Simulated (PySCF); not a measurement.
CH$_{2}$Cl (SMILES [CH2-]Cl), charge -1, singlet, at a GFN2-xTB geometry; DF-HF/def2-TZVPD (PySCF).

Here is a job for PySCF.
```python
from pyscf import gto, scf
import numpy

mol = gto.Mole()
mol.atom = '''
    C     0.00376299    0.16217920   -1.24958859
    Cl   -0.00156201    0.00018286    0.61906895
    H     0.88406358   -0.49140260   -1.51109367
    H    -0.88008742   -0.48478128   -1.51554685
'''
mol.basis = 'def2-tzvpd'
mol.charge = -1
mol.verbose = 4
mol.build()
print('smallest overlap eigenvalue', numpy.linalg.eigvalsh(mol.intor('int1e_ovlp'))[0])

mf = scf.RHF(mol)
mf = mf.density_fit(auxbasis='def2-universal-jkfit')
mf = scf.addons.remove_linear_dep_(mf, threshold=1e-5, lindep=1e-5)
mf.kernel()
mf.analyze()
```

It wrote (shortened):

```
PySCF version 2.14.0

[INPUT] verbose = 4
[INPUT] num. atoms = 4
[INPUT] num. electrons = 26
[INPUT] charge = -1
[INPUT] spin (= nelec alpha-beta = 2S) = 0
[INPUT] symmetry False subgroup None
[INPUT] Mole.unit = angstrom
[INPUT] Symbol           X                Y                Z      unit          X                Y                Z       unit  Magmom
[INPUT]  1 C      0.003762990000   0.162179200000  -1.249588590000 AA    0.007111020509   0.306474271101  -2.361380203481 Bohr   0.0
[INPUT]  2 Cl    -0.001562010000   0.000182860000   0.619068950000 AA   -0.002951771104   0.000345555319   1.169870767722 Bohr   0.0
[INPUT]  3 H      0.884063580000  -0.491402600000  -1.511093670000 AA    1.670638042903  -0.928616330899  -2.855553184864 Bohr   0.0
[INPUT]  4 H     -0.880087420000  -0.484781280000  -1.515546850000 AA   -1.663124189475  -0.916103849516  -2.863968475447 Bohr   0.0

nuclear repulsion = 42.3384736956647
number of shells = 39
number of NR pGTOs = 146
number of NR cGTOs = 101
basis = def2-tzvpd
ecp = {}
input.py:19: DeprecationWarning: remove_linear_dep_ is deprecated and will be removed in a future release. Linear dependency handling is now built into the SCF procedure by default. Linear dependency removal can be controlled using the following settings:
  pyscf.scf.hf.remove_overlap_zero_eigenvalue = True
  pyscf.scf.hf.overlap_zero_eigenvalue_threshold = 1e-6

  mf = scf.addons.remove_linear_dep_(mf, threshold=1e-5, lindep=1e-5)
smallest overlap eigenvalue 7.20004721191875e-05
Applying remove_linear_dep_ on SCF object.
Using canonical orthogonalization with threshold 1e-05

******** <class 'pyscf.df.df_jk.DFRHF'> ********
method = DFRHF
initial guess = minao
damping factor = 0
level_shift factor = 0
DIIS = <class 'pyscf.scf.diis.CDIIS'>
diis_start_cycle = 1
diis_space = 8
diis_damp = 0
SCF conv_tol = 1e-09
SCF conv_tol_grad = None
SCF max_cycles = 50
direct_scf = False
Set gradient conv threshold to 3.16228e-05
Initial guess from minao.
******** <class 'pyscf.df.df.DF'> ********
auxbasis = def2-universal-jkfit
init E= -498.276868197342
  HOMO = -0.174665075454314  LUMO = 0.0443368413663038  gap/eV = 5.95935
cycle= 1 E= -498.458088161516  delta_E= -0.181  |g|= 0.249  |ddm|= 1.58
  HOMO = -0.0479275807782109  LUMO = 0.202536531766469  gap/eV = 6.81548
cycle= 2 E= -498.480218220676  delta_E= -0.0221  |g|=  0.1  |ddm|= 1.09
  HOMO = -0.0740479258457505  LUMO = 0.199240772739785  gap/eV = 7.43656
cycle= 3 E= -498.482982348569  delta_E= -0.00276  |g|= 0.0276  |ddm|= 0.163
  HOMO = -0.0766123661023919  LUMO = 0.199116776033492  gap/eV = 7.50297
cycle= 4 E= -498.483619253854  delta_E= -0.000637  |g|= 0.0108  |ddm|= 0.177
  HOMO = -0.0770763853284819  LUMO = 0.19896845178997  gap/eV = 7.51156
cycle= 5 E= -498.483807514725  delta_E= -0.000188  |g|= 0.00435  |ddm|= 0.0838
  HOMO = -0.0769674974111858  LUMO = 0.198671165452392  gap/eV = 7.50051
cycle= 6 E= -498.483847469072  delta_E= -4e-05  |g|= 0.00158  |ddm|= 0.0697
  HOMO = -0.0770956990199849  LUMO = 0.198615183059509  gap/eV = 7.50248
cycle= 7 E= -498.483852038733  delta_E= -4.57e-06  |g|= 0.000562  |ddm|= 0.0363
  HOMO = -0.0770241170166628  LUMO = 0.198582875066805  gap/eV = 7.49965
cycle= 8 E= -498.483852507925  delta_E= -4.69e-07  |g|= 0.00021  |ddm|= 0.0103
  HOMO = -0.0770732020464031  LUMO = 0.198582203877162  gap/eV = 7.50097
cycle= 9 E= -498.483852555965  delta_E= -4.8e-08  |g|= 8.92e-05  |ddm|= 0.0012
  HOMO = -0.0770598899256427  LUMO = 0.198580346034312  gap/eV = 7.50055
cycle= 10 E= -498.483852565578  delta_E= -9.61e-09  |g|= 2.95e-05  |ddm|= 0.002
  HOMO = -0.0770596266272783  LUMO = 0.198581437764744  gap/eV = 7.50058
cycle= 11 E= -498.483852567021  delta_E= -1.44e-09  |g|= 8.86e-06  |ddm|= 0.0012
  HOMO = -0.0770603067519033  LUMO = 0.198581202226695  gap/eV = 7.50059
cycle= 12 E= -498.483852567106  delta_E= -8.53e-11  |g|= 2.63e-06  |ddm|= 0.000196
  HOMO = -0.077060197889196  LUMO = 0.19858118581061  gap/eV = 7.50058
Extra cycle  E= -498.483852567115  delta_E= -8.98e-12  |g|= 1.34e-06  |ddm|= 1.6e-05
converged SCF energy = -498.483852567115
**** SCF Summaries ****
Total Energy =                        -498.483852567115377
Nuclear Repulsion Energy =              42.338473695664653
One-electron Energy =                 -778.004163176824818
Two-electron Energy =                  237.181836914044737
Two-electron Coulomb Energy =          270.758305339074411
DFT Exchange-Correlation Energy =      -33.576468425029674
HOMO-LUMO gap [eV] =                     7.500584094942368
**** MO energy ****
MO #1   energy= -104.584529758243  occ= 2
MO #2   energy= -11.0078849281225  occ= 2
MO #3   energy= -10.3119849032129  occ= 2
MO #4   energy= -7.77882256958932  occ= 2
MO #5   energy= -7.77803298462864  occ= 2
MO #6   energy= -7.77789603960127  occ= 2
MO #7   energy= -0.858642689605865 occ= 2
MO #8   energy= -0.608439840831149 occ= 2
MO #9   energy= -0.322432193173288 occ= 2
MO #10  energy= -0.280148059726919 occ= 2
MO #11  energy= -0.237128077714896 occ= 2
MO #12  energy= -0.197240334930676 occ= 2
MO #13  energy= -0.077060197889196 occ= 2
MO #14  energy= 0.19858118581061   occ= 0
MO #15  energy= 0.234430885779559  occ= 0
MO #16  energy= 0.236353001188745  occ= 0
MO #17  energy= 0.251650542009389  occ= 0
MO #18  energy= 0.319536810888442  occ= 0
MO #19  energy= 0.336793244842534  occ= 0
MO #20  energy= 0.376796136033375  occ= 0
MO #21  energy= 0.402513713686214  occ= 0
 ** Mulliken pop on meta-lowdin orthogonal AOs  **
 ** Mulliken pop  **
 ** Mulliken atomic charges  **
charge of    0C =     -0.64452
charge of    1Cl =     -0.38689
charge of    2H =      0.01571
charge of    3H =      0.01571

WARN: System has nonzero charge -1; the dipole moment is origin-dependent.
Location of origin: [0. 0. 0.]

Dipole moment(X, Y, Z, Debye): -0.01187, -1.75609,  2.09304
```
